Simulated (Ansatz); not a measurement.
`[ZnH][O][GeH3]` + `C[SiH2]N` → `C[SiH2][NH][ZnH]` + `[OH][GeH3]`  (ligand exchange at a Zn–O bond)

Program: Ansatz. Geometries: PBE0-D4/def2-TZVP. ΔE: electronic, gas phase. CBS: MP2 limit from def2 TZ/QZ plus the TZ coupled-cluster correction, frozen cores. Functionals use def2-TZVPP. For Ge, Zn outer-core shells are correlated without core-valence functions, which leaves a few kJ/mol of doubt a bond. Scalar relativity is left out up to krypton. One conformer a species, not always the lowest.

`[ZnH][O][GeH3]`:

Cartesian coordinates in Å:
```
Zn 0.882 0.002 -1.929
O -0.079 0.575 -0.566
Ge -0.523 0.068 1.058
H 1.685 -0.427 -3.136
H -0.177 -1.424 1.273
H 0.251 0.927 2.077
H -2.039 0.280 1.224
```

`C[SiH2]N`:

Cartesian coordinates in Å:
```
C -1.172 0.591 -0.485
Si 0.201 0.040 0.661
N 1.459 -0.895 -0.048
H -1.917 1.175 0.062
H -1.680 -0.267 -0.933
H -0.783 1.214 -1.295
H -0.396 -0.789 1.744
H 0.839 1.251 1.246
H 1.303 -1.855 -0.308
H 2.146 -0.465 -0.645
```

`C[SiH2][NH][ZnH]`:

```xyz
11

C     0.380    0.455   -1.336
Si   -1.027   -0.203   -0.294
N    -0.447   -0.465    1.298
Zn    1.244   -0.161    1.905
H     0.758    1.405   -0.945
H     0.044    0.634   -2.361
H     1.210   -0.256   -1.383
H    -1.549   -1.456   -0.922
H    -2.157    0.776   -0.333
H    -1.115   -0.825    1.965
H     2.658    0.095    2.405
```

`[OH][GeH3]`:

```xyz
6

O     0.494   -1.272    0.140
Ge   -0.286    0.307   -0.132
H     1.314   -1.200    0.633
H    -1.554   -0.028   -0.921
H     0.653    1.225   -0.938
H    -0.621    0.968    1.219
```

```json
{"level": "r2SCAN-D4", "ΔE (eV)": "0.24"}
{"level": "PBE0-D4", "ΔE (eV)": "0.21"}
{"level": "r2SCANh-D4", "ΔE (eV)": "0.24"}
{"level": "ωB97M-V", "ΔE (eV)": "0.23"}
{"level": "B2PLYP", "ΔE (eV)": "0.29"}
{"level": "r2SCAN", "ΔE (eV)": "0.25"}
{"level": "r2SCAN0", "ΔE (eV)": "0.25"}
{"level": "MP2/def2-TZVPP", "ΔE (eV)": "0.23"}
```

(1) What does CCSD(T)/CBS give? (Best estimate.)

Largest T1 diagnostic among the species: 0.016.

Results:

(1) Ansatz gave: +0.24 eV. The listed levels differ from it by 0.00, -0.03, 0.00, -0.01, 0.05, 0.01, 0.01, -0.01 eV.

Leaving LDA and LC-ωPBE aside and taking each functional with its dispersion term where it has one, the values, not all of them listed here, spread over 0.11 eV, from revPBE-D4 to B2PLYP. LDA lies −0.05 eV from PBE without D4. In def2-TZVPP, CCSD(T) changes the Hartree–Fock value by −0.13 eV (the triples alone add −0.02 eV) and MP2 by −0.13 eV.
